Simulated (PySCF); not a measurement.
TPSSh on P⁺ (phosphorus, charge +1), [Ne] 3s2 3p1 4s1, high-spin 3P determinant (an excited configuration). Calculation: PySCF 2.14, in aug-cc-pwCVTZ; no relativity, point nucleus.

```
cycle= 1 E= -340.501931675168  delta_E= -0.0079  |g|= 0.0169  |ddm|= 0.475
cycle= 2 E= -340.504384009825  delta_E= -0.00245  |g|= 0.0116  |ddm|= 0.302
cycle= 3 E= -340.506374247221  delta_E= -0.00199  |g|= 0.00951  |ddm|= 0.316
cycle= 4 E= -340.507509314733  delta_E= -0.00114  |g|= 0.00559  |ddm|= 0.316
cycle= 5 E= -340.507728503218  delta_E= -0.000219  |g|= 0.00243  |ddm|= 0.164
cycle= 6 E= -340.507786083144  delta_E= -5.76e-05  |g|= 0.000733  |ddm|= 0.119
cycle= 7 E= -340.507786734557  delta_E= -6.51e-07  |g|= 8.7e-05  |ddm|= 0.0213
cycle= 8 E= -340.507786822941  delta_E= -8.84e-08  |g|= 3.31e-05  |ddm|= 0.00534
cycle= 9 E= -340.507786826543  delta_E= -3.6e-09  |g|= 2.01e-06  |ddm|= 0.00109
cycle= 10 E= -340.507786826586  delta_E= -4.33e-11  |g|= 2.19e-07  |ddm|= 0.000116
converged SCF energy = -340.507786826586  <S^2> = 2.0054136  2S+1 = 3.0036069
```

Highest occupied orbital energy: -7.221 eV; ⟨L²⟩ = 4.12; populations by l: s 6.65, p 7.00, d 0.35, f 0.00.

**Question.** Can this result be used?

**Answer.** Not for this state. Self-consistency was reached. ⟨L²⟩ = 4.12 against 2 for a pure P term, so this real determinant mixes terms. The outer electron is Rydberg-like, and this basis confines it to a smaller radius and binds it less than a complete one would. The s, p, d and f populations moved away from the nominal configuration during the SCF.
